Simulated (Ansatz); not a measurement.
Reaction (redistribution): `[CH3][Sb]([CH3])[SH]` + `[OH][InH][Br]` → `[CH3][SbH][CH3]` + `[OH][In]([SH])[Br]`

Computed with Ansatz on PBE0-D4/def2-TZVP structures; ΔE is electronic, products minus reactants. CCSD(T)/CBS adds triple-zeta CCSD(T) − MP2 to the extrapolated MP2 energy (def2 sets, frozen cores). DFT in def2-TZVPP. def2 core potentials past Kr. For Br, In, Sb outer-core shells are correlated without core-valence functions, which leaves a few kJ/mol of doubt a bond. Scalar relativity is left out up to krypton. Each species was taken in one conformer, which may not be the lowest.

| level | ΔE (kJ/mol) |
| --- | --- |
| PBE-D4 | -22.7 |
| PBE0-D4 | -25.2 |
| B2PLYP | -29.2 |
| HF/def2-TZVPP | -35.1 |
| MP2/def2-TZVPP | -29.8 |
| SCS-MP2/def2-TZVPP | -30.2 |
| CCSD/def2-TZVPP | -32.6 |
| MP2/CBS(def2) | -23.1 |

What does CCSD(T)/CBS give? (An estimate is asked.)

Ansatz gave: -25.2 kJ/mol. The listed levels differ from it by 2.5, 0.0, -4.0, -9.9, -4.6, -5.0, -7.4, 2.1 kJ/mol.

Largest T1 diagnostic among the species: 0.014.

In def2-TZVPP, CCSD(T) changes the Hartree–Fock value by +3.2 kJ/mol (the triples alone add +0.7 kJ/mol) and MP2 by +5.2 kJ/mol. The D4 term adds +4.3 kJ/mol with B3LYP and +2.2 kJ/mol with PBE0; it sums over pairs of atoms, weighted by their polarisabilities, and B3LYP, whose exchange is more repulsive, gets the larger term.

B3LYP here is the variant with VWN-RPA as its local correlation; programs differ in this.
